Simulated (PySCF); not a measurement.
## Correlation energy of In (indium, neutral)

[Kr] 4d10 5s1 5p1 6s1, high-spin 4P determinant (an excited configuration). Calculation: PySCF 2.14, in aug-cc-pwCVDZ-PP with ECP28MDF (6s5p4d1f, 48 functions); scalar relativity through the core potential. Frozen: 4s2 4p6 4d10; 3 electrons correlated.

```tsv
level	correlation energy (mhartree)
CCSD	-9.10
(T)	-0.06
CCSD(T)	-9.16
CCSDT	-9.19
```

Diagnostics: T1 = 0.0093, D1 = 0.0209, largest double amplitude 0.039.

The outer electron is Rydberg-like, and this basis confines it to a smaller radius and binds it less than a complete one would.

Cost of the coupled-cluster step: roughly 1.2 core-seconds, for 3 correlated electrons.

Iterations:

```
CC2 = 0
CCSD nocc = (np.int64(3), np.int64(0)), nmo = (39, 39)
frozen orbitals [[0, 1, 2, 3, 4, 5, 6, 7, 8], [0, 1, 2, 3, 4, 5, 6, 7, 8]]
max_cycle = 100
direct = 0
conv_tol = 1e-08
conv_tol_normt = 1e-06
diis_space = 8
diis_start_cycle = 0
Init t2, MP2 energy = -0.00540296719701031
Init E_corr(UCCSD) = -0.0054029671989309
cycle = 1  E_corr(UCCSD) = -0.00747348143212413  dE = -0.00207051423  norm(t1,t2) = 0.0329336
cycle = 2  E_corr(UCCSD) = -0.00833798169047847  dE = -0.000864500258  norm(t1,t2) = 0.0157282
cycle = 3  E_corr(UCCSD) = -0.00905690611583712  dE = -0.000718924425  norm(t1,t2) = 0.00821811
cycle = 4  E_corr(UCCSD) = -0.00905040126769654  dE = 6.50484814e-06  norm(t1,t2) = 0.00324674
cycle = 5  E_corr(UCCSD) = -0.00910547136051669  dE = -5.50700928e-05  norm(t1,t2) = 0.00195576
cycle = 6  E_corr(UCCSD) = -0.00909578948205118  dE = 9.68187847e-06  norm(t1,t2) = 0.000325109
cycle = 7  E_corr(UCCSD) = -0.00910418475115436  dE = -8.3952691e-06  norm(t1,t2) = 0.000113495
cycle = 8  E_corr(UCCSD) = -0.0090994567006278  dE = 4.72805053e-06  norm(t1,t2) = 5.02801e-05
cycle = 9  E_corr(UCCSD) = -0.00910092893107352  dE = -1.47223045e-06  norm(t1,t2) = 1.65388e-05
cycle = 10  E_corr(UCCSD) = -0.0091008384036206  dE = 9.05274529e-08  norm(t1,t2) = 1.84867e-06
cycle = 11  E_corr(UCCSD) = -0.00910084135206358  dE = -2.94844298e-09  norm(t1,t2) = 3.10181e-07
UCCSD converged
E(UCCSD) = -188.9696630232204  E_corr = -0.009100841352063582
UCCSD(T) correction = -5.73352152504174e-05
```
